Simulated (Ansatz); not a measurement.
`N[SiH2]C(F)[TeH]` and `COC(F)[TeH]` differ in one atom or group.

Ansatz, PBE0-D4/def2-TZVP geometries, multiplicity 1. Each molecule was computed in one conformer, which needn't be the lowest.

Elements past krypton have def2 core potentials.  Spin–orbit coupling is left out; it splits and shifts lone-pair levels of the heavy atoms by tenths of an eV.

```csv
property,`N[SiH2]C(F)[TeH]`
HOMO–LUMO gap (PBE0/def2-TZVPP) / eV,5.68
HOMO energy (ωB97M-V/def2-TZVPP) / eV,-8.67
LUMO energy (PBE/def2-TZVPP) / eV,-1.67
HOMO–LUMO gap (ωB97M-V/def2-TZVPP) / eV,9.59
size of the dipole moment (B3LYP/def2-TZVPP) / D,2.51
HOMO energy (PBE/def2-TZVPP) / eV,-5.51
```

**Question.** What does the change do to each property? (An estimate is asked.)

**Answer.** The calculation gave: 
```
                                        property  `COC(F)[TeH]`  shift
            HOMO–LUMO gap (PBE0/def2-TZVPP) / eV           5.48  -0.20
           HOMO energy (ωB97M-V/def2-TZVPP) / eV          -8.50   0.17
               LUMO energy (PBE/def2-TZVPP) / eV          -1.71  -0.04
         HOMO–LUMO gap (ωB97M-V/def2-TZVPP) / eV           9.46  -0.13
size of the dipole moment (B3LYP/def2-TZVPP) / D           1.90  -0.61
               HOMO energy (PBE/def2-TZVPP) / eV          -5.29   0.22
```

Dipoles are sizes alone; their direction can turn.

B3LYP here is the variant with VWN-RPA as its local correlation; programs differ in this.
